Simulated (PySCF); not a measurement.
Isomers C₆H₁₁NO:

A. `C=CN(C)C(=C)OC`
B. `CN(C)C1=CCOC1`
C. SMILES CO[C@H]1C=NCCC1

Spectrum 1. 13C{1H} NMR (computed): δ 151.9 (C), 95.4 (CH), 82.4 (CH2), 79.3 (CH2), 42.3 (CH3).

Spectrum 2. 13C{1H} NMR (computed): δ 168.2 (C), 143.1 (CH), 87.7 (CH2), 62.7 (CH2), 55.7 (CH3), 30.9 (CH3).

Spectrum 3. 13C{1H} NMR (computed): δ 168.3 (CH), 79.2 (CH), 58.5 (CH3), 53.2 (CH2), 27.0 (CH2), 24.0 (CH2).

[PySCF: σ from GIAO-PBE0/pcSseg-1; GFN2-xTB geometry; non-relativistic Hamiltonian; in vacuum; one computed conformer; averaged over atoms made equivalent by symmetry, fast rotation or ring inversion]

δ = σ(ref) − σ, references computed at the same level: 13C against TMS. Shifts are as computed. Against solution values, carbons near 30 ppm lie about +3 ppm off and those near 130 ppm about +5 ppm. Of 1211 compounds with measured shifts, 218 miss one by over three times the rms of a fit or turn the order of signals round; such compounds aren't used in these exercises.

Q: Match each spectrum to its structure.

A: 1–B, 2–A, 3–C.

- Spectrum 1 (B): 5 13C signals; δC 151.9 is an alkene carbon bearing nitrogen; δC 95.4 is a β carbon of an enol-ether or enamine type C=C.
- Spectrum 2 (A): 6 13C signals; δC 168.2 is an alkene carbon bearing oxygen; δC 143.1 is an alkene carbon bearing nitrogen.
- Spectrum 3 (C): 6 13C signals; δC 79.2 is an sp3 CH bonded to O; δC 58.5 is a methyl carbon bonded to O.
